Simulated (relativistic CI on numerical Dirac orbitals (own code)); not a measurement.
# Rh5+: resonant inelastic scattering at the L2,3 edge

Computed with this model: Dirac-Coulomb-Breit CI, orbitals from a KLI potential per configuration, QED by a radiative potential, valence Slater integrals scaled by 0.8, Kramers-Heisenberg scattering through one core-hole configuration in a parametric crystal field; configurations [Kr] 4d4 → [He] 2s2 2p5 3s2 3p6 3d10 4s2 4p6 4d5; 80 K; core-hole width 1.6 eV; summed over polarisations. Incident energies are the highest absorption maxima for each field (at most a few, so the weaker spin-orbit partner edge can be absent), on the computed scale of the free ion. Intensities are in per cent of the strongest line above 0.02 eV; levels within 1 cm⁻¹ are merged; final levels count from the ground level, the first row holds all elastic scattering, lines under 0.4 are left out and each table stops after 24 rows. The scale of the Slater integrals is a model choice and moves the terms in proportion.

Field parameters in Wybourne normalisation: D3d B²₀ = −7Dσ, B⁴₀ = −14Dq − 21Dτ, B⁴₃ = −14√(10/7) Dq; D4h B²₀ = −7Ds, B⁴₀ = 21(Dq − Dt), B⁴₄ = 21√(5/14) Dq. The field is a parameter set, without covalency, and values of 10Dq over about 45,000 cm⁻¹ lie beyond real compounds.

S is read from ⟨S²⟩ = S(S + 1).

D4h, 10Dq = 33300, Ds = 2010, Dt = -440 cm⁻¹:

```csv
Final level (eV),Degeneracy,Irrep,S,3011.4 eV,3014.9 eV,3157.1 eV
0.000,1,A1,0.99,582.8,1617.9,156.8
0.080,1,A2,1.02,69.3,8.9,3.2
0.171,2,E,1.01,4.0,27.2,15.3
0.285,1,B1,1.01,19.3,30.4,7.5
0.289,1,B2,1.00,23.0,12.9,2.5
0.952,1,A1,0.21,37.2,19.9,1.6
1.139,2,E,0.92,22.2,13.9,11.4
1.198,1,A1,0.97,24.6,4.1,7.1
1.515,2,E,0.27,32.5,0.4,5.5
2.031,1,B1,1.99,0.4,2.2,5.3
2.035,2,E,1.99,0.6,7.2,13.6
2.045,1,A2,1.98,1.0,7.2,9.7
2.045,1,A1,1.98,5.4,42.6,36.1
2.425,1,B2,0.05,6.1,2.2,4.3
2.579,1,B1,0.05,7.4,4.4,4.9
2.747,1,B2,1.99,1.5,20.9,14.0
2.748,1,B1,1.99,0.8,12.9,13.7
2.763,2,E,1.98,1.6,25.5,19.1
2.768,1,A1,1.98,0.4,14.0,13.8
3.646,1,A1,0.11,20.4,9.0,8.9
4.061,1,A2,1.02,7.8,100.0,55.1
4.080,1,A1,1.01,1.8,37.9,29.6
4.148,2,E,1.01,1.0,30.5,3.8
4.229,1,B2,1.01,1.7,16.4,5.6
```

D3d, 10Dq = 46000, Dσ = 670, Dτ = -480 cm⁻¹:

| Final level (eV) | Degeneracy | Irrep | S | 3010.8 eV | 3015.4 eV | 3157.8 eV |
| --- | --- | --- | --- | --- | --- | --- |
| 0.000 | 1 | A1 | 1.00 | 641.6 | 1395.6 | 142.8 |
| 0.112 | 1 | A2 | 1.01 | 20.6 | 3.1 | 6.5 |
| 0.157 | 2 | E | 1.01 | 30.0 | 9.3 | 7.6 |
| 0.281 | 2 | E | 1.00 | 36.1 | 39.8 | 6.8 |
| 0.449 | 2 | E | 0.99 | 19.2 | 40.1 | 11.2 |
| 0.464 | 1 | A1 | 0.99 | 3.8 | 5.0 | 2.0 |
| 1.365 | 1 | A1 | 0.08 | 17.1 | 0.6 | 1.2 |
| 1.555 | 2 | E | 0.05 | 19.5 | 3.7 | 2.0 |
| 1.820 | 2 | E | 0.04 | 17.6 | 4.0 | 2.8 |
| 3.142 | 1 | A2 | 1.99 | 0.0 | 3.3 | 1.0 |
| 3.142 | 1 | A1 | 1.99 | 1.0 | 27.7 | 23.0 |
| 3.151 | 2 | E | 1.99 | 1.1 | 12.9 | 35.2 |
| 3.159 | 2 | E | 1.99 | 0.5 | 11.7 | 18.3 |
| 3.163 | 1 | A2 | 1.99 | 0.2 | 7.1 | 5.0 |
| 3.170 | 1 | A1 | 1.98 | 1.0 | 54.3 | 26.5 |
| 3.171 | 2 | E | 1.99 | 1.0 | 15.9 | 22.6 |
| 3.319 | 1 | A1 | 0.07 | 29.9 | 6.8 | 4.5 |
| 5.284 | 1 | A1 | 1.00 | 1.1 | 41.7 | 26.0 |
| 5.294 | 2 | E | 1.00 | 9.3 | 100.0 | 75.1 |
| 5.306 | 1 | A2 | 0.99 | 4.9 | 38.2 | 38.3 |
| 5.317 | 2 | E | 1.01 | 0.6 | 40.5 | 8.2 |
| 5.349 | 2 | E | 1.00 | 0.6 | 3.4 | 6.5 |
| 5.360 | 1 | A1 | 1.00 | 0.3 | 10.2 | 2.2 |
| 5.445 | 1 | A2 | 1.00 | 1.5 | 42.9 | 10.7 |

For the first field the strongest loss at the lowest incident energy is the level at 0.08 eV (S = 1.02, against 0.99 in the thermal ground state). Levels of other spin, the first over 8 % at 0.95 eV, appear because spin-orbit coupling of the core hole, and in heavier ions of the valence shell too, mixes spins.
